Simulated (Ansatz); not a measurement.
Al3O3⁺, relaxed as a singlet with RKS r2SCAN-D4/def2-SVP in Ansatz, starting from the GFN1-xTB geometry. Force threshold 0.02 eV/Å.

Another isomer (singlet) lies 1.64 eV lower at PBE0-D4/def2-TZVP; other spin states weren't run for this one.

Start:

Cartesian coordinates in Å:
```
Al 1.6767 1.8034 -0.6562
Al -0.5253 -0.5632 0.2043
Al -2.8077 -3.0299 1.0969
O 2.6985 2.9182 -1.0521
O 0.5516 0.5915 -0.2186
O -1.5939 -1.7199 0.6256
```

```json
{"step": "1", "energy (eV)": "-25912.2340", "largest force component (eV/Å)": "1.743", "SCF passes": "47"}
{"step": "2", "energy (eV)": "-25912.2771", "largest force component (eV/Å)": "0.796", "SCF passes": "22"}
{"step": "3", "energy (eV)": "-25912.2955", "largest force component (eV/Å)": "0.062", "SCF passes": "23"}
{"step": "4", "energy (eV)": "-25912.2956", "largest force component (eV/Å)": "0.008", "SCF passes": "16"}
```

Force components are those of the run's own axes.

End:

```xyz
6

Al    1.6791    1.8083   -0.6569
Al   -0.5379   -0.5787    0.2096
Al   -2.7974   -3.0185    1.0930
O     2.7277    2.9483   -1.0640
O     0.5459    0.5858   -0.2157
O    -1.6175   -1.7452    0.6340
```

By distances, no bond broke or formed. The bond that changes most is Al3–O6, from 1.85 to 1.80 Å (atoms count from 1).

No frequencies were taken in this run, so the end may be a saddle point.

Run time 5.5 s (4 threads of Arm Neoverse V1 on a shared host).
